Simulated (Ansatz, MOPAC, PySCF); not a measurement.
System: H3 (cation, charge +1), singlet: symmetric bend, bond length relaxed. Scanned: H-H-H angle. Other coordinates (H-H bond length) were minimised at PBE0/def2-TZVP.

Cartesian coordinates as functions of the variables (Å; names that start with a are angles):
```
H  0  0  0
H  r*sin(a/2)  0  r*cos(a/2)
H  -r*sin(a/2)  0  r*cos(a/2)
```

PM6, restricted, heats of formation (MOPAC); RHF/STO-3G = restricted Hartree-Fock/STO-3G run with PySCF 2.14.0; RHF/aug-cc-pVQZ (Ansatz, a first-principles code); RKS-BP86/6-31G* = restricted BP86/6-31G*, spherical d (PySCF); RKS-B3LYP/6-31G* = restricted B3LYP/6-31G*, spherical d in PySCF 2.14.0; FCI/aug-cc-pVQZ = Ansatz with full CI/aug-cc-pVQZ, frozen core.

Energies in kJ/mol, each method relative to its own lowest point.

```csv
a / °,PM6,RHF/STO-3G,RHF/aug-cc-pVQZ,RKS-BP86/6-31G*,RKS-B3LYP/6-31G*,FCI/aug-cc-pVQZ
180,155.1,91.4,190.5,125.5,127.4,170.6
171.33,154.4,90.9,189.2,125.2,127.1,169.5
158.79,150.7,88.5,182.7,123.4,125.1,164.1
150.53,146.4,85.6,175.5,120.9,122.5,158.0
139.45,137.9,80.2,162.0,115.2,116.7,146.5
131.75,130.0,75.3,150.1,109.4,110.6,136.3
120.38,114.7,66.1,128.8,97.4,98.4,117.7
112.04,100.6,57.6,110.6,85.9,86.7,101.6
100.83,78.0,44.6,83.2,67.0,67.5,77.0
89.97,52.9,30.1,54.9,45.6,46.0,51.2
77.94,24.7,14.1,24.9,21.4,21.5,23.4
70,9.2,5.4,9.1,7.9,8.0,8.6
60,0.0,0.0,0.0,0.0,0.0,0.0
```
